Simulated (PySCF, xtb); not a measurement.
C4H7BF2, SMILES FB1CCC[C@H]1F. One conformer was computed; it need not be the lowest.

Harmonic wavenumbers (cm⁻¹) from GFN2-xTB in xtb 6.7.1 at its own minimum, in rising order: 71, 154, 186, 306, 380, 422, 516, 594, 727, 777, 830, 913, 958, 984, 1006, 1071, 1089, 1119, 1133, 1190, 1219, 1248, 1279, 1310, 1318, 1371, 1441, 1462, 1492, 2925, 2952, 2988, 3002, 3007, 3012, 3017.

### Question
What does PBE-D3(BJ)/def2-SVP run with PySCF give at its own minimum? (An estimate is asked for; the answer gives what the named calculation found.)

### Answer
93, 155, 203, 328, 376, 395, 523, 597, 748, 767, 800, 857, 898, 945, 947, 1003, 1065, 1078, 1102, 1181, 1221, 1239, 1262, 1286, 1300, 1339, 1386, 1409, 1422, 2938, 2962, 2994, 3017, 3030, 3043, 3049. Paired by order, the mean absolute difference is 27 cm⁻¹ and the zero-point energies are 67.9 and 67.1 kcal/mol.
